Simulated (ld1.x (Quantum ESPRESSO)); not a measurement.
**Pt (Z = 78), ultrasoft: configuration errors across variants**

- Element: Pt
- Generator: ld1.x (Quantum ESPRESSO) 7.5
- Type: ultrasoft
- Functional: LDA (PZ)
- Relativity: scalar-relativistic
- Frozen core: [Xe] 4f14
- Valence charge: 10
- Reference configuration: 5d8 6s0 6p0 (charge +2)
- Partial waves: 6s (bound, empty): rcut 1.75, rcutus 2.00 bohr; 6s channel at -0.45 Ry: rcut 1.75, rcutus 2.00 bohr; 6p (bound, empty): rcut 1.75, rcutus 2.35 bohr; 6p channel at -0.45 Ry: rcut 1.75, rcutus 2.35 bohr; 5d (bound): rcut 1.95, rcutus 2.10 bohr; 5d channel at 1.5 Ry: rcut 1.95, rcutus 2.10 bohr; 5f channel at 0.45 Ry: rcut 1.85, rcutus 2.30 bohr; 5f channel at 1.35 Ry: rcut 1.85, rcutus 2.30 bohr
- Local potential: all-electron potential smoothed inside 1.80 bohr (lloc = -1)
- Core correction: none
- Augmentation charge: PSQ, inside the norm-conserving radii

All-electron excitation energies from the reference (eV): (1) 5d9 6s0 6p0 -20.259; (2) 5d7 6s0 6p0 32.512; (3) 5d9 6s0 6p1 -24.619; (4) 5d8 6s0 6p0 spin -0.564.

Spin tests fill each open shell by Hund’s rule, majority spin first.

The overlap operator is not positive definite (basis up to 400 Ry) in “base”. Such files are unfit for use, however small their errors in these radial tests.

Tests that are not counted but printed errors over 1 eV. “base”: 5d9 6s1 6p0 (spin-polarised) (solver errors, printed error -685 eV); 5d8 6s1 6p0 (solver errors, printed error -4.1 eV); 1 more. “wave 5d channel at 1.5 Ry: rcut 1.95, rcutus 2.10 bohr becomes 5d channel at -1.74 Ry: rcut 1.95, rcutus 2.10 bohr”: 5d8 6s1 6p0 (solver errors, printed error -4.1 eV); 5d9 6s1 6p0 (solver errors, printed error -3.6 eV); 1 more. “wave 5d channel at 1.5 Ry: rcut 1.95, rcutus 2.10 bohr becomes 5d channel at -1.65 Ry: rcut 1.95, rcutus 2.10 bohr”: 5d8 6s1 6p0 (solver errors, printed error -4.1 eV); 5d9 6s1 6p0 (solver errors, printed error -3.6 eV); 1 more. “wave 5d channel at 1.5 Ry: rcut 1.95, rcutus 2.10 bohr becomes 5d channel at -1.46 Ry: rcut 1.95, rcutus 2.10 bohr”: 5d8 6s1 6p0 (solver errors, printed error -4.1 eV); 5d9 6s1 6p0 (solver errors, printed error -3.6 eV); 1 more. “wave 5d channel at 1.5 Ry: rcut 1.95, rcutus 2.10 bohr becomes 5d channel at -1.16 Ry: rcut 1.95, rcutus 2.10 bohr”: 5d8 6s1 6p0 (solver errors, printed error -4.1 eV); 5d9 6s1 6p0 (solver errors, printed error -3.7 eV); 3 more.

A true bound ghost makes a file unfit for plane-wave use even where its test errors are small: the radial tests pick states by their node count and pass the ghost by. Where a test does run into it, the solver fails or the error is huge.

Errors AE − PS in meV (a dash: test not solved or not reliable):

| change | (1) | (2) | (3) | (4) | bound ghosts |
| --- | --- | --- | --- | --- | --- |
| base | +30 | -31 | -2528 | +399 | s, p (d not tested, overlap not positive) |
| wave 5d channel at 1.5 Ry: rcut 1.95, rcutus 2.10 bohr becomes 5d channel at -1.74 Ry: rcut 1.95, rcutus 2.10 bohr | -25 | -75 | -2584 | +395 | s, p |
| wave 5d channel at 1.5 Ry: rcut 1.95, rcutus 2.10 bohr becomes 5d channel at -1.65 Ry: rcut 1.95, rcutus 2.10 bohr | -26 | -77 | -2584 | +395 | s, p |
| wave 5d channel at 1.5 Ry: rcut 1.95, rcutus 2.10 bohr becomes 5d channel at -1.46 Ry: rcut 1.95, rcutus 2.10 bohr | -27 | -83 | -2586 | +395 | s, p |
| wave 5d channel at 1.5 Ry: rcut 1.95, rcutus 2.10 bohr becomes 5d channel at -1.16 Ry: rcut 1.95, rcutus 2.10 bohr | -86 | +2.5 | -2645 | +394 | s, p |
| wave 5d channel at 1.5 Ry: rcut 1.95, rcutus 2.10 bohr becomes 5d channel at -0.8 Ry: rcut 1.95, rcutus 2.10 bohr | -32 | -95 | -2591 | +395 | s, p |
| wave 5d channel at 1.5 Ry: rcut 1.95, rcutus 2.10 bohr becomes 5d channel at -0.36 Ry: rcut 1.95, rcutus 2.10 bohr | -24 | -89 | -2582 | +395 | s, p |
| wave 5d channel at 1.5 Ry: rcut 1.95, rcutus 2.10 bohr becomes 5d channel at 0.42 Ry: rcut 1.95, rcutus 2.10 bohr | -11 | -79 | -2570 | +396 | s, p |
| wave 5d channel at 1.5 Ry: rcut 1.95, rcutus 2.10 bohr becomes 5d channel at 2.14 Ry: rcut 1.95, rcutus 2.10 bohr | -15 | -64 | -2574 | +396 | s, p |
| wave 5d channel at 1.5 Ry: rcut 1.95, rcutus 2.10 bohr becomes 5d channel at 5.2 Ry: rcut 1.95, rcutus 2.10 bohr | -8.4 | -51 | -2567 | +397 | s, p |

Question: Give the same row for: wave 5d channel at 1.5 Ry: rcut 1.95, rcutus 2.10 bohr becomes 5d channel at -1.81 Ry: rcut 1.95, rcutus 2.10 bohr.

Answer: -24, -74, -2583, +396; bound ghosts: s, p. Not counted: 5d8 6s1 6p0 (solver errors, printed error -4.1 eV); 5d9 6s1 6p0 (solver errors, printed error -3.6 eV); 1 more.
